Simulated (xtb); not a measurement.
C$_{2}$H$_{6}$Al (SMILES [CH3][Al+][CH3]), charge +1, singlet, at a GFN2-xTB geometry (such geometries of metal compounds can be far from the true shape), atoms displaced at random by about 0.02 Å a coordinate; GFN2-xTB (xtb 6.7.1).

Here is a job for xtb.
```
$ xtb mol.xyz --gfn 2 --chrg 1 --opt lax --json

# file mol.xyz
9

Al     0.01127945    -0.00992934    -0.00300785
C      1.49566283     0.19372753    -1.27971502
H      2.21084508    -0.65201609    -1.19755578
H      2.07462620     1.12306008    -1.03891030
H      1.14710065     0.27366861    -2.28325485
C     -1.52310233    -0.17888676     1.26716520
H     -2.07983753    -1.12163369     1.03262352
H     -2.20796564     0.62446185     1.17094374
H     -1.17219550    -0.26273372     2.26334884
```

Output, abridged:

```
   ID    Z sym.   atoms
    1   13 Al     1
    2    6 C      2, 6
    3    1 H      3-5, 7-9

           -------------------------------------------------
          |                Calculation Setup                |
           -------------------------------------------------

           -------------------------------------------------
          |                 G F N 2 - x T B                 |
           -------------------------------------------------

          ...................................................
          :                      SETUP                      :
          :.................................................:
          :  # basis functions                  24          :
          :  # atomic orbitals                  23          :
          :  # shells                           13          :
          :  # electrons                        16          :
          :  max. iterations                   250          :
          :  Hamiltonian                  GFN2-xTB          :
          :  restarted?                      false          :
          :  GBSA solvation                  false          :
          :  PC potential                    false          :
          :  electronic temp.          300.0000000     K    :
          :  accuracy                    1.0000000          :
          :  -> integral cutoff          0.2500000E+02      :
          :  -> integral neglect         0.1000000E-07      :
          :  -> SCF convergence          0.1000000E-05 Eh   :
          :  -> wf. convergence          0.1000000E-03 e    :
          :  Broyden damping             0.4000000          :
          :  net charge                          1          :
          :  unpaired electrons                  0          :
          ...................................................

 iter      E             dE          RMSdq      gap      omega  full diag
   1     -8.0159153 -0.801592E+01  0.222E+01    3.71       0.0  T
   2     -8.0535322 -0.376170E-01  0.196E+01    3.05       1.0  T
   3     -7.6754202  0.378112E+00  0.207E+01    5.93       1.0  T
   4     -8.0725746 -0.397154E+00  0.463E-01    3.49       1.0  T
   5     -8.0728763 -0.301710E-03  0.522E-01    3.48       1.0  T
   6     -8.0728735  0.275997E-05  0.307E-01    3.51       1.0  T
   7     -8.0730102 -0.136711E-03  0.832E-02    3.53       1.0  T
   8     -8.0730188 -0.859304E-05  0.572E-02    3.53       1.0  T
   9     -8.0730231 -0.426758E-05  0.501E-03    3.53       6.7  T
  10     -8.0730231 -0.223193E-07  0.290E-03    3.52      11.5  T
  11     -8.0730232 -0.619494E-07  0.104E-03    3.52      31.9  T
  12     -8.0730232 -0.670061E-08  0.142E-04    3.52     234.1  T
  13     -8.0730232 -0.109264E-09  0.422E-05    3.52     790.8  T

   *** convergence criteria satisfied after 13 iterations ***

         :::::::::::::::::::::::::::::::::::::::::::::::::::::
         ::                     SUMMARY                     ::
         :::::::::::::::::::::::::::::::::::::::::::::::::::::
         :: total energy              -7.948334231996 Eh    ::
         :: gradient norm              0.068315322928 Eh/a0 ::
         :: HOMO-LUMO gap              3.524730401928 eV    ::
         ::.................................................::
         :: SCC energy                -8.073021582625 Eh    ::
         :: -> isotropic ES            0.106434389476 Eh    ::
         :: -> anisotropic ES         -0.030235763393 Eh    ::
         :: -> anisotropic XC         -0.020193279636 Eh    ::
         :: -> dispersion             -0.002370845683 Eh    ::
         :: repulsion energy           0.124687350628 Eh    ::
         :: add. restraining           0.000000000000 Eh    ::
         :: total charge               1.000000000000 e     ::
         :::::::::::::::::::::::::::::::::::::::::::::::::::::

      -----------------------------------------------------------
     |                   =====================                   |
[...]
 * total energy  :    -7.9483342 Eh     change       -0.7357670E-11 Eh
 * total energy  :    -7.9514636 Eh     change       -0.3129378E-02 Eh
 * total energy  :    -7.9519006 Eh     change       -0.4370376E-03 Eh
 * total energy  :    -7.9519250 Eh     change       -0.2437232E-04 Eh
 * total energy  :    -7.9519394 Eh     change       -0.1435537E-04 Eh
   *** GEOMETRY OPTIMIZATION CONVERGED AFTER 5 ITERATIONS ***
         :: total energy              -7.951939375806 Eh    ::
[...]
        10                         -0.3791243             -10.3165
        11                         -0.3791035             -10.3159
        12                         -0.3158546              -8.5948
        13                         -0.3158148              -8.5938
        14                         -0.1707944              -4.6476
        15                         -0.1707358              -4.6460
        16                         -0.0335071              -0.9118
        17                          0.0107313               0.2920
        18                          0.0290505               0.7905
        19                          0.0294118               0.8003
       ...                                ...                  ...
        23                          0.9135915              24.8601
      -------------------------------------------------------------
                  HL-Gap            0.1331792 Eh            3.6240 eV
             Fermi-level           -0.5230346 Eh          -14.2325 eV

     #   Z          covCN         q      C6AA      α(0)
     1  13 Al       1.681     0.397   187.585    33.524
     2   6 C        3.609    -0.212    25.322     7.268
     3   1 H        0.923     0.171     1.259     1.755
     4   1 H        0.923     0.171     1.258     1.754
     5   1 H        0.923     0.171     1.259     1.755
     6   6 C        3.609    -0.212    25.320     7.268
     7   1 H        0.923     0.171     1.260     1.755
     8   1 H        0.923     0.171     1.258     1.754
     9   1 H        0.923     0.171     1.258     1.754

 Mol. C6AA /au·bohr⁶  :        882.976162
 Mol. C8AA /au·bohr⁸  :      42611.661818
 Mol. α(0) /au        :         58.588729

Wiberg/Mayer (AO) data.
largest (>0.10) Wiberg bond orders for each atom

 ---------------------------------------------------------------------------
     #   Z sym  total        # sym  WBO       # sym  WBO       # sym  WBO
 ---------------------------------------------------------------------------
     1  13 Al   3.252 --     6 C    1.297     2 C    1.297     7 H    0.110
                             5 H    0.110     3 H    0.110     8 H    0.110
                             4 H    0.110     9 H    0.110
     2   6 C    3.983 --     1 Al   1.297     4 H    0.854     3 H    0.854
                             5 H    0.854     6 C    0.114
     3   1 H    0.971 --     2 C    0.854     1 Al   0.110
     4   1 H    0.971 --     2 C    0.854     1 Al   0.110
     5   1 H    0.971 --     2 C    0.854     1 Al   0.110
     6   6 C    3.983 --     1 Al   1.297     9 H    0.854     8 H    0.854
                             7 H    0.854     2 C    0.114
     7   1 H    0.971 --     6 C    0.854     1 Al   0.110
     8   1 H    0.971 --     6 C    0.854     1 Al   0.110
     9   1 H    0.971 --     6 C    0.854     1 Al   0.110
 ---------------------------------------------------------------------------

Topologies differ in total number of bonds
Writing topology from bond orders to xtbtopo.mol

molecular dipole:
                 x           y           z       tot (Debye)
 q only:       -0.010      -0.002      -0.014
   full:       -0.010      -0.002      -0.015       0.046
molecular quadrupole (traceless):
                xx          xy          yy          xz          yz          zz
 q only:        4.807       1.517      -6.138      -9.249      -1.261       1.331
  q+dip:        6.100       1.924      -7.789     -11.735      -1.602       1.689
   full:        2.687       0.848      -3.428      -5.162      -0.708       0.740

optimized geometry written to: xtbopt.xyz

           -------------------------------------------------
          | TOTAL ENERGY               -7.951939375806 Eh   |
          | GRADIENT NORM               0.000358727804 Eh/α |
          | HOMO-LUMO GAP               3.623990137611 eV   |
           -------------------------------------------------

normal termination of xtb
```
